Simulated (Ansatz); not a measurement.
Consider the redistribution: `C[N](C)[AlH][F]` + `CNBF` → `C[NH][AlH][F]` + `CN(C)BF`.

Program: Ansatz. Geometries: PBE0-D4/def2-TZVP. ΔE: electronic, gas phase. CCSD(T)/CBS is the MP2 limit (def2-TZVPP, def2-QZVPP) plus CCSD(T) − MP2 in def2-TZVPP, frozen cores. This one scheme is used for every species. DFT in def2-TZVPP. B3LYP here is the variant with VWN-RPA as its local correlation; programs differ in this. One conformer a species, not always the lowest.

`C[N](C)[AlH][F]`:

Z-matrix (Å, degrees):
```
C
N 1 1.444
H 1 1.092 2 110.7
H 1 1.099 2 111.5 3 -120.1
H 1 1.099 2 111.4 3 120.1
C 2 1.443 1 112.9 3 -180.0
Al 2 1.762 1 124.3 3 0.0
H 6 1.094 2 110.9 1 180.0
H 6 1.099 2 111.6 1 -60.0
H 6 1.099 2 111.6 1 60.0
F 7 1.652 2 117.5 1 0.1
H 7 1.571 2 122.2 1 -179.9
```

`CNBF`:

Z-matrix (Å, degrees):
```
C
N 1 1.443
H 1 1.094 2 111.7
H 1 1.090 2 109.1 3 119.3
H 1 1.094 2 111.7 3 -121.4
B 2 1.388 1 126.0 3 -119.3
H 2 1.009 1 115.3 3 60.7
F 6 1.340 2 119.2 1 -180.0
H 6 1.197 2 121.7 1 0.0
```

`C[NH][AlH][F]`:

Z-matrix (Å, degrees):
```
C
N 1 1.448
H 1 1.096 2 112.3
H 1 1.093 2 110.0 3 119.1
H 1 1.096 2 112.3 3 -121.7
Al 2 1.758 1 127.2 3 -119.0
H 2 1.009 1 112.3 3 61.0
F 6 1.652 2 117.9 1 -180.0
H 6 1.571 2 122.1 1 0.0
```

`CN(C)BF`:

Cartesian coordinates in Å:
```
C 0.388 0.132 1.300
N -0.031 0.147 -0.079
C -0.149 -1.158 -0.684
B -0.298 1.331 -0.758
F -0.686 1.294 -2.042
H 1.371 -0.343 1.407
H 0.454 1.151 1.680
H -0.322 -0.427 1.921
H 0.811 -1.686 -0.662
H -0.880 -1.773 -0.145
H -0.470 -1.063 -1.719
H -0.189 2.395 -0.221
```

| level | ΔE (kJ/mol) | difference from CCSD(T)/CBS |
| --- | --- | --- |
| B3LYP-D4 | -4.9 | 2.4 |
| r2SCANh-D4 | -5.5 | 1.8 |
| B2PLYP | -5.8 | 1.5 |
| PBE-QIDH | -6.0 | 1.3 |
| revPBE | -4.1 | 3.2 |
| r2SCAN | -5.4 | 1.9 |
| CAM-B3LYP | -6.2 | 1.1 |
| LC-ωPBE | -6.1 | 1.2 |
| RPA@PBE/def2-TZVPP | -6.4 | 0.9 |
| MP2/def2-SVP | -4.1 | 3.2 |
| CCSD(T)/def2-SVP | -3.9 | 3.4 |
| MP2/def2-TZVPP | -6.5 | 0.8 |
| SCS-MP2/def2-TZVPP | -6.4 | 0.9 |
| CCSD/def2-TZVPP | -6.5 | 0.8 |
| HF/def2-QZVPP | -6.2 | 1.1 |
| MP2/def2-QZVPP | -7.0 | 0.3 |
| CCSD(T)/CBS | -7.3 | 0 |

Largest T1 diagnostic among the species: 0.012.

Leaving LDA and LC-ωPBE aside and taking each functional with its dispersion term where it has one, the values, not all of them listed here, spread over 1.7 kJ/mol, from PBE-QIDH to PBE-D4. At CCSD(T), def2-SVP lies +3.4 kJ/mol from the extrapolated value and def2-TZVPP +0.8 kJ/mol.
